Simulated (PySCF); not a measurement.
PySCF input file for C2H6OSi, SMILES C=C[SiH2]O, ωB97X-D3(BJ)/def2-SVP. Geometry: ωB97X-D3(BJ)/def2-SVP. One conformer was computed; it need not be the lowest.

```python
import numpy as np
from pyscf import gto, scf, dft, df
from pyscf.hessian import thermo

mol = gto.M(
    atom='''
    Si    0.56256469   -0.17957320   -0.69283736
    O     1.06581364   -1.07442256    0.62737887
    C    -0.93129106    0.84728151   -0.23362814
    C    -1.54083251    0.69964497    0.94883902
    H     0.23880900   -1.16330845   -1.75956814
    H     1.64945032    0.72562774   -1.18032904
    H     1.47112176   -0.58314084    1.34881663
    H    -1.32785563    1.59168600   -0.93816869
    H    -1.18382670   -0.03513700    1.68088412
    H    -2.41737213    1.29211886    1.23779202
    ''',
    basis='def2-SVP',
    charge=0,
    spin=0,
    max_memory=1600,
    verbose=3,
)
mf = dft.RKS(mol, xc='wb97x-d3bj').density_fit(auxbasis='def2-universal-jkfit')
mf.grids.level = 3
mf.conv_tol = 1e-11
mf.max_cycle = 100
mf.kernel()

# [left out here: the lines that compute and print the analytic Hessian (its translational invariance restored by hand, since the grid's response is missing), thermochemistry and intensities]
```

Log of the run:

```
converged SCF energy = -444.423010694726

WARN: DFTD3 does not support analytical Hessian, using finite difference


WARN: Mole.unit (angstrom) is changed to Bohr

Mode                                 0                   1                   2
Irrep
Freq [cm^-1]                      115.4855            180.8627            227.7488
Reduced mass [au]                   1.8467              3.3790              1.1668
Force const [Dyne/A]                0.0145              0.0651              0.0357
Char temp [K]                     166.1580            260.2211            327.6799
Normal mode                   x     y     z       x     y     z       x     y     z
       0  Si                 0.03  0.04  0.02    0.01  0.01 -0.04   -0.01  0.00  0.01
       1   O                -0.05 -0.05 -0.02   -0.13  0.07  0.06   -0.05  0.02  0.04
       2   C                -0.08 -0.10 -0.06    0.01  0.00 -0.03    0.02  0.04 -0.01
       3   C                 0.05  0.07  0.04    0.13 -0.09  0.02    0.01 -0.05 -0.03
       4   H                 0.18  0.13 -0.12    0.06 -0.03 -0.02   -0.10  0.02  0.02
       5   H                 0.04  0.14  0.23    0.05 -0.03 -0.01    0.08 -0.10  0.02
       6   H                 0.14 -0.14 -0.06   -0.26  0.12  0.10    0.81 -0.10 -0.36
       7   H                -0.25 -0.30 -0.17   -0.07  0.03  0.04   -0.00  0.04  0.00
       8   H                 0.22  0.26  0.15    0.23 -0.13 -0.07    0.06 -0.06 -0.07
       9   H                 0.00  0.01 -0.00    0.14 -0.14  0.15   -0.03 -0.11 -0.01
Mode                                 3                   4                   5
Irrep
Freq [cm^-1]                      418.9290            432.9183            656.4581
Reduced mass [au]                   2.5861              1.3326              1.2817
Force const [Dyne/A]                0.2674              0.1471              0.3254
Char temp [K]                     602.7455            622.8730            944.4971
Normal mode                   x     y     z       x     y     z       x     y     z
       0  Si                -0.05  0.02  0.07    0.04  0.01 -0.03    0.05  0.04  0.00
       1   O                 0.07 -0.05 -0.02   -0.04  0.01 -0.00   -0.03 -0.00 -0.01
       2   C                -0.02  0.09 -0.08    0.06  0.02  0.08   -0.07 -0.04 -0.03
       3   C                 0.07 -0.04 -0.06   -0.05 -0.00  0.02   -0.01  0.01  0.01
       4   H                -0.20 -0.02  0.16   -0.30  0.00  0.08   -0.11 -0.29  0.35
       5   H                -0.00 -0.10 -0.05    0.13 -0.23 -0.26   -0.08 -0.07 -0.47
       6   H                -0.14 -0.10  0.13   -0.08 -0.01  0.03    0.10 -0.42  0.20
       7   H                -0.16 -0.04 -0.14   -0.19 -0.28 -0.10    0.02  0.10  0.07
       8   H                 0.29  0.03 -0.11    0.10  0.26  0.22   -0.08 -0.09 -0.05
       9   H                -0.06 -0.27  0.02   -0.32 -0.28 -0.24    0.13  0.16  0.12
Mode                                 6                   7                   8
Irrep
Freq [cm^-1]                      671.4810            758.9479            842.2260
Reduced mass [au]                   3.1844              1.1730              2.0987
Force const [Dyne/A]                0.8459              0.3981              0.8771
Char temp [K]                     966.1117           1091.9571           1211.7756
Normal mode                   x     y     z       x     y     z       x     y     z
       0  Si                 0.06 -0.04 -0.04    0.01  0.03  0.01   -0.00  0.06 -0.04
       1   O                 0.03 -0.03  0.03    0.01 -0.01  0.01    0.01 -0.13  0.10
       2   C                -0.13  0.13 -0.01   -0.05 -0.08 -0.03    0.00 -0.01 -0.00
       3   C                -0.06  0.02  0.05    0.01 -0.00  0.00    0.01 -0.00 -0.01
       4   H                 0.13 -0.06 -0.05   -0.53  0.29 -0.07   -0.01 -0.08  0.09
       5   H                 0.20 -0.14  0.09    0.37 -0.39  0.05   -0.26  0.21 -0.29
       6   H                -0.00  0.09 -0.03   -0.08  0.26 -0.12   -0.01  0.42 -0.23
       7   H                -0.24  0.15  0.06    0.05  0.05  0.04    0.03 -0.01 -0.01
       8   H                 0.09 -0.02 -0.07   -0.11 -0.09 -0.03    0.01  0.01 -0.00
       9   H                -0.08 -0.10  0.23    0.16  0.19  0.07    0.00  0.00 -0.02
Mode                                 9                  10                  11
Irrep
Freq [cm^-1]                      890.9658            929.1098            975.0037
Reduced mass [au]                   1.3759              1.4990              1.0840
Force const [Dyne/A]                0.6435              0.7624              0.6071
Char temp [K]                    1281.9014           1336.7821           1402.8133
Normal mode                   x     y     z       x     y     z       x     y     z
       0  Si                 0.01  0.00  0.05    0.06 -0.05  0.04    0.01 -0.00 -0.04
       1   O                -0.04  0.00 -0.10   -0.04  0.03 -0.05    0.01 -0.00  0.02
       2   C                 0.00 -0.00 -0.00   -0.02  0.01 -0.00    0.00  0.01 -0.01
       3   C                 0.01 -0.00  0.01   -0.03  0.03 -0.00    0.02 -0.01 -0.01
       4   H                 0.22 -0.42  0.38   -0.37  0.19 -0.04   -0.47 -0.24  0.34
       5   H                 0.13 -0.12  0.09   -0.35  0.36 -0.10   -0.03  0.35  0.56
       6   H                -0.07  0.41 -0.35   -0.03  0.16 -0.15    0.01 -0.08  0.07
       7   H                -0.03  0.01  0.04    0.13 -0.03 -0.13   -0.14  0.06  0.13
       8   H                -0.04  0.02  0.05    0.15 -0.05 -0.16   -0.07  0.05  0.09
       9   H                -0.00  0.01 -0.05   -0.04 -0.11  0.26    0.02  0.05 -0.14
Mode                                12                  13                  14
Irrep
Freq [cm^-1]                     1019.0266           1021.6709           1055.6899
Reduced mass [au]                   1.3333              1.2635              1.0872
Force const [Dyne/A]                0.8157              0.7771              0.7139
Char temp [K]                    1466.1524           1469.9570           1518.9027
Normal mode                   x     y     z       x     y     z       x     y     z
       0  Si                -0.01  0.01 -0.01   -0.02  0.03 -0.03    0.00  0.00  0.00
       1   O                 0.00 -0.00  0.00    0.01 -0.01  0.02   -0.00 -0.00  0.00
       2   C                 0.04  0.02  0.03    0.03 -0.05  0.03    0.05  0.06  0.03
       3   C                -0.10 -0.08 -0.05   -0.03  0.08  0.02   -0.01 -0.01 -0.01
       4   H                 0.01 -0.06  0.05    0.01 -0.20  0.16    0.00 -0.01  0.01
       5   H                 0.05 -0.03  0.06    0.18 -0.08  0.22   -0.02  0.02  0.00
       6   H                -0.01 -0.01  0.01    0.01 -0.05  0.05    0.01  0.01 -0.01
       7   H                 0.12 -0.05 -0.10    0.37 -0.17 -0.30   -0.46 -0.51 -0.29
       8   H                 0.43  0.38  0.15    0.13 -0.21 -0.34   -0.29 -0.32 -0.18
       9   H                 0.31  0.34  0.35   -0.17 -0.26  0.31    0.23  0.27  0.13
Mode                                15                  16                  17
Irrep
Freq [cm^-1]                     1283.2254           1425.3974           1707.1279
Reduced mass [au]                   1.3753              1.1721              4.8828
Force const [Dyne/A]                1.3343              1.4031              8.3841
Char temp [K]                    1846.2757           2050.8296           2456.1769
Normal mode                   x     y     z       x     y     z       x     y     z
       0  Si                -0.01  0.00  0.01   -0.01  0.00  0.00    0.01 -0.00 -0.00
       1   O                 0.00 -0.00 -0.00    0.00 -0.00  0.00   -0.00  0.00  0.00
       2   C                 0.07 -0.08  0.03    0.07 -0.01 -0.09   -0.10 -0.00  0.16
       3   C                -0.03  0.07 -0.08   -0.01  0.01 -0.01    0.09  0.02 -0.17
       4   H                 0.02  0.01 -0.01    0.00  0.00  0.00    0.01 -0.01  0.00
       5   H                -0.01 -0.02 -0.02   -0.00  0.00 -0.00    0.02 -0.01  0.00
       6   H                -0.00  0.01 -0.00    0.01 -0.00 -0.00    0.00 -0.00 -0.00
       7   H                -0.47  0.10  0.53   -0.09  0.04  0.05    0.10 -0.08 -0.00
       8   H                 0.24 -0.03 -0.32   -0.45  0.16  0.39   -0.20  0.13  0.06
       9   H                -0.04 -0.06  0.16   -0.05 -0.30  0.59    0.10 -0.16  0.13
Mode                                18                  19                  20
Irrep
Freq [cm^-1]                     2228.9736           2281.5309           3146.2680
Reduced mass [au]                   1.0417              1.0390              1.0594
Force const [Dyne/A]                3.0494              3.1864              6.1790
Char temp [K]                    3206.9967           3282.6151           4526.7792
Normal mode                   x     y     z       x     y     z       x     y     z
       0  Si                -0.02 -0.02  0.01    0.01  0.02  0.03    0.00  0.00 -0.00
       1   O                -0.00 -0.00  0.00    0.00 -0.00  0.00   -0.00 -0.00  0.00
       2   C                -0.00 -0.00 -0.00    0.00  0.00  0.00   -0.01  0.02 -0.01
       3   C                -0.00  0.00 -0.00   -0.00  0.00 -0.00    0.03  0.01 -0.05
       4   H                 0.00  0.04  0.06   -0.22 -0.65 -0.70    0.00 -0.00 -0.00
       5   H                 0.71  0.59 -0.32    0.06  0.06 -0.02    0.00 -0.00 -0.00
       6   H                -0.00 -0.00  0.00   -0.00  0.00  0.00    0.00  0.00  0.00
       7   H                -0.00 -0.00  0.01   -0.00  0.00  0.01    0.12 -0.22  0.20
       8   H                 0.00 -0.00 -0.00    0.00  0.00 -0.00    0.21 -0.43  0.42
       9   H                 0.00 -0.00  0.00   -0.00 -0.00  0.00   -0.53  0.36  0.16
Mode                                21                  22                  23
Irrep
Freq [cm^-1]                     3170.5470           3243.7505           3937.2453
Reduced mass [au]                   1.0932              1.1177              1.0669
Force const [Dyne/A]                6.4748              6.9291              9.7447
Char temp [K]                    4561.7112           4667.0348           5664.8194
Normal mode                   x     y     z       x     y     z       x     y     z
       0  Si                -0.00  0.00  0.00   -0.00 -0.00  0.00   -0.00 -0.00  0.00
       1   O                -0.00  0.00  0.00    0.00 -0.00 -0.00   -0.03 -0.03 -0.05
       2   C                 0.02 -0.05  0.05    0.00 -0.01  0.01    0.00 -0.00  0.00
       3   C                 0.01  0.01 -0.03    0.06 -0.07  0.02   -0.00 -0.00  0.00
       4   H                 0.00 -0.00 -0.00   -0.00  0.00 -0.00    0.00  0.00  0.00
       5   H                 0.00  0.00 -0.00    0.00  0.00 -0.00    0.00 -0.00  0.00
       6   H                -0.00  0.00  0.00   -0.00  0.00  0.00    0.41  0.48  0.73
       7   H                -0.33  0.61 -0.57   -0.03  0.06 -0.06    0.00 -0.00 -0.00
       8   H                 0.09 -0.19  0.19   -0.21  0.44 -0.44   -0.00  0.00  0.00
       9   H                -0.13  0.09  0.04   -0.53  0.36  0.18    0.00 -0.00 -0.00
temperature 298.1500 [K]
pressure 101325.00 [Pa]
Rotational constants [GHz] 10.71644 4.21764 3.16957
Symmetry number 1
Zero-point energy (ZPE) 0.07432 [Eh]   195114.459 [J/mol]
                           tot       elec      trans        rot        vib
Entropy [J/mol/K]       313.701      0.000    162.451    105.523     45.727
Cv [J/mol/K]             84.529      0.000     12.472     12.472     59.586
Cp [J/mol/K]             92.844      0.000     20.786     12.472     59.586
Internal energy [J/mol]                      3718.434   3718.434 203157.115
Internal energy [Eh]   -444.34280  -444.42301
Enthalpy [J/mol]                             6197.391   3718.434 203157.115
Enthalpy [Eh]          -444.34186
Gibbs free energy [J/mol]                  -42237.290 -27743.245 189523.658
Gibbs free energy [Eh] -444.37748
static polarisability / bohr^3: [[ 46.598  -4.625 -10.087]
 [ -4.623  38.626  -0.587]
 [-10.081  -0.586  52.656]]
largest difference of analytic and finite-field dipole derivatives / e: 0.0006676446155948756
mode   freq/cm-1   IR/(km/mol)   Raman/(A^4/amu)   depolarisation
   1      115.49         6.756             6.189            0.749
   2      180.86         1.532             1.284            0.636
   3      227.75       101.367             3.680            0.748
   4      418.93        35.440             3.513            0.693
   5      432.92         2.719             8.956            0.742
   6      656.46       102.741             3.645            0.611
   7      671.48        18.116             7.647            0.185
   8      758.95        46.341             7.067            0.734
   9      842.23       126.719             5.368            0.459
  10      890.97        63.471            11.316            0.729
  11      929.11       230.840             7.566            0.659
  12      975.00       126.404            23.257            0.724
  13     1019.03        25.224             1.167            0.712
  14     1021.67        64.167             3.475            0.590
  15     1055.69        13.563             0.158            0.727
  16     1283.23         1.442            10.019            0.280
  17     1425.40        17.371            17.584            0.482
  18     1707.13         8.944            20.051            0.135
  19     2228.97       176.982           139.332            0.262
  20     2281.53       133.290           159.226            0.188
  21     3146.27        11.998            68.103            0.202
  22     3170.55         3.742           149.056            0.250
  23     3243.75         6.595            76.116            0.662
  24     3937.25        89.602            63.266            0.278
max |gradient| / (hartree/bohr): 6.584802302383346e-05
APT charges: [ 1.5273 -0.8411 -0.425  -0.0329 -0.2973 -0.3302  0.3028  0.0235  0.0375
  0.0354]
```

Self-consistency was reached.
